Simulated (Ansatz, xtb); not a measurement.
## Relative energy of two structures of FH4InSn

Structure a: a singlet given by its coordinates. Structure b: `[F][SnH2][InH2]`, a singlet. Both are isolated molecules in the gas phase, relaxed with PBE0-D3(BJ)/def2-SVP; the shapes shown needn't be the lowest conformers.

a (Å):

```tsv
atom	x (Å)	y (Å)	z (Å)
F	-0.9164	-0.6912	-1.1892
In	-0.3137	-0.7583	0.9638
Sn	0.5405	0.8666	-1.1490
H	1.5768	0.3741	-2.4466
H	-0.3602	2.1703	-1.8485
H	-1.6219	-0.0718	1.8342
H	0.6425	-2.1711	1.1350
```

Close contacts (Å): F1–In2 2.24, F1–Sn3 2.13, In2–Sn3 2.80, In2–H6 1.71, In2–H7 1.71, Sn3–H4 1.73, Sn3–H5 1.73.

b (Å):

```csv
atom,x (Å),y (Å),z (Å)
F,-1.3470,0.0567,-2.4888
In,-0.3012,-0.6708,1.1271
Sn,0.2210,0.4380,-1.3824
H,1.5188,-0.2536,-2.2776
H,0.3544,2.1528,-1.4569
H,-1.7934,-1.4972,1.4056
H,0.8950,-0.5076,2.3728
```

Estimate E(b) − E(a) at the level CCSD(T)/def2-TZVP.

Too close to call at this level: CCSD(T)/def2-TZVP gives E(b) − E(a) = −1.73 kJ/mol.

The same difference at several levels:

| level | geometry | E(b) − E(a) (kJ/mol) | departure from the last row (kJ/mol) | job, with rough time for the two |
| --- | --- | --- | --- | --- |
| PBE0-D3(BJ)/def2-SVP | PBE0-D3(BJ)/def2-SVP | +13.23 | +14.96 | optimisation, 23 s |
| HF/def2-TZVP | PBE0-D3(BJ)/def2-SVP | −19.23 | −17.50 | part of the CCSD(T) run |
| MP2/def2-TZVP | PBE0-D3(BJ)/def2-SVP | −1.93 | −0.19 | part of the CCSD(T) run |
| CCSD(T)/def2-TZVP | PBE0-D3(BJ)/def2-SVP | −1.73 |  | single point, 44 s |

The largest departure from CCSD(T)/def2-TZVP is that of HF/def2-TZVP, 17.50 kJ/mol. Levels run at GFN2-xTB geometries aren't shown.

With harmonic frequencies from PBE0-D3(BJ)/def2-SVP (ideal gas, rigid rotor, one conformer each, 298.15 K, 1 atm): on the last row, ΔE + ΔZPE = −2.48 kJ/mol. A mode under 50 cm⁻¹ makes harmonic enthalpies and free energies unreliable, so none is given.

The correlated steps freeze 9 core orbitals; the filled d shell of In and Sn is correlated, in a basis made for valence electrons. Atoms past krypton carry core potentials in the def2 sets and no spin–orbit term is included. Codes used: Ansatz 0.2.0; the last row on 2 threads of Intel(R) Xeon(R) 6975P-C (Granite Rapids) on a shared host.
